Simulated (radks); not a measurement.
Question: Ionisation of the lutetium ion Lu2+, [Xe] 4f14 6s1, to [Xe] 4f14 as the strength of local exchange is varied. Method: non-relativistic Kohn-Sham, Slater X-alpha exchange (alpha = 2/3 is LDA exchange), no correlation, spin-unpolarised, spherical densities, point nucleus; relativity is left out, which matters for an element this heavy; computed with a radial shooting solver on a logarithmic mesh with Libxc functionals.

| alpha | E(Lu2+) (hartree) | exchange (hartree) | IE (eV) | -e of the level emptied (eV) | <r> of it (bohr) |
|---|---|---|---|---|---|
| 0.648 | -13832.7208 | -263.4594 | 18.740 | 15.583 (6s) | 3.300 |
| 0.667 | -13840.4480 | -271.3478 | 18.863 | 15.711 (6s) | 3.288 |
| 0.824 | -13904.4772 | -336.8836 | 19.890 | 16.783 (6s) | 3.197 |
| 0.843 | -13912.2475 | -344.8572 | 20.016 | 16.916 (6s) | 3.186 |
| 0.905 | -13937.6353 | -370.9404 | 20.431 | 17.351 (6s) | 3.152 |
| ? | -13993.0857 | -428.0714 | 21.348 | 18.317 (6s) | 3.079 |

Which alpha was used in the last row?

Answer: alpha = 1.04. NIST Atomic Spectra Database: 20.959 eV (measured). The Delta-SCF value meets it near alpha = 0.98. Relativity is left out here, which matters for elements this heavy. Spin polarisation and multiplet splitting are left out, so open shells lie too high by an amount that depends on their filling.

Beside tabulated values, note that spin-unpolarised runs miss the spin-polarisation part of the exchange energy of open shells.
